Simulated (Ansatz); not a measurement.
Species: FeF (charge 0, sextet). The spin state was set by rule; other spins were not relaxed. 
Coordinates optimised at B3LYP-D3(BJ)/def2-TZVP (Ansatz, a program for electronic structure):
```
Fe
F 1 1.7865
```
Charge 0, spin multiplicity 6.

Dipole moments at this geometry, in debye (magnitudes).

| level | program | dipole (D) |
|---|---|---|
| SVWN5/def2-TZVPD | Ansatz | 1.67 |
| revPBE/def2-TZVPD | Ansatz | 1.64 |
| r2SCAN/def2-TZVPD | Ansatz | 1.93 |
| B97M-V/def2-TZVPD | Ansatz | 2.13 |
| B3LYP/def2-TZVPD | Ansatz | 2.20 |
| PBE0/def2-TZVPD | Ansatz | 2.21 |
| BHLYP/def2-TZVPD | Ansatz | 2.61 |
| r2SCANh/def2-TZVPD | Ansatz | 2.14 |
| r2SCAN0/def2-TZVPD | Ansatz | 2.37 |
| HSE06/def2-TZVPD | Ansatz | 2.21 |
| CAM-B3LYP/def2-TZVPD | Ansatz | [?] |
| LC-wPBE/def2-TZVPD | Ansatz | 2.01 |
| CCSD(T)/def2-SVPD | Ansatz | [?] |

Some entries are withheld; supply them.


- CAM-B3LYP/def2-TZVPD, dipole (D): 2.27
- CCSD(T)/def2-SVPD, dipole (D): 2.47
